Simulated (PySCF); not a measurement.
# AlSiH5O5

AlSiH5O5 is a molecule drawn to mimic a surface site (built as: Si site whose three back bonds go to OH, H, OAl(OH)2; end group OH), neutral, singlet. The structure, one conformer, was relaxed in the gas phase by PBE0-D3(BJ)/def2-SVP. No frequency run checks that it is a minimum.

SMILES: [OH][Al]([OH])[O][SiH](O)O

```xyz
12

Si   -1.100    0.654   -0.923
O    -1.584    2.070   -0.209
O    -0.734   -0.458    0.258
Al    0.794   -0.900    0.848
O     2.071   -0.113    0.034
O     1.099   -1.984    2.104
O     0.232    0.956   -1.835
H    -2.176    0.101   -1.778
H    -2.418    2.035    0.267
H     3.008   -0.215    0.208
H     0.437   -2.455    2.611
H     1.077    0.813   -1.374
```
Atom numbers follow the order of the file, from 1.

Shieldings: GIAO PBE0/pcSseg-1. Shifts are against computed references at the same level: H TMS (σ 31.27 ppm), Si TMS (σ 352.0 ppm). Core levels by delta-SCF with SCAN, pcX-2 on the ionised atom and pcseg-1 elsewhere, spin-free X2C (2p3/2 is the spin-free 2p value less a third of a first-order spin-orbit splitting); from the vacuum level, for chosen atoms.

**Question.** Give the NMR and core-level values of the distinct atoms.

**Answer.** 
| atoms | bonded to | σ (ppm) | δ (ppm) | core level (eV) |
| --- | --- | --- | --- | --- |
| Si1 | 3 O + 1 H | 400.9 | -48.9 | 2p3/2 107.95 |
| O2 | 1 Si + 1 H | 258.1 | - | 1s 538.48 |
| O3 | 1 Al + 1 Si | 252.5 | - | 1s 537.70 |
| Al4 | 3 O | 475.1 | - | 2p3/2 81.45 |
| O5 | 1 Al + 1 H | 324.7 | - | - |
| O6 | 1 Al + 1 H | 327.1 | - | - |
| O7 | 1 Si + 1 H | 269.6 | - | 1s 538.04 |
| H8 | 1 Si | 26.83 | 4.44 | - |
| H9 | 1 O | 29.66 | 1.61 | - |
| H10 | 1 O | 29.95 | 1.31 | - |
| H11 | 1 O | 29.69 | 1.58 | - |
| H12 | 1 O | 26.81 | 4.46 | - |

Values are those of this one static structure; atoms that internal rotation interchanges would show their mean in an NMR spectrum.

**Question.** Which of O2, O3, O7 holds its core electrons tightest, and by how much against the loosest?

**Answer.** O2 (bonded to 1 Si + 1 H), by 0.78 eV over O3 (bonded to 1 Al + 1 Si).

**Question.** By CAM-B3LYP/def2-SVPD (TDDFT singlets, Tamm-Dancoff triplets, ionisation by delta-SCF), where does absorption start, and what does vertical ionisation take?

**Answer.** The lowest singlet lies at 7.20 eV (f 0.004), the strongest of the first 6 at 7.72 eV (f 0.087), the lowest triplet at 6.90 eV; vertical ionisation takes 11.28 eV.
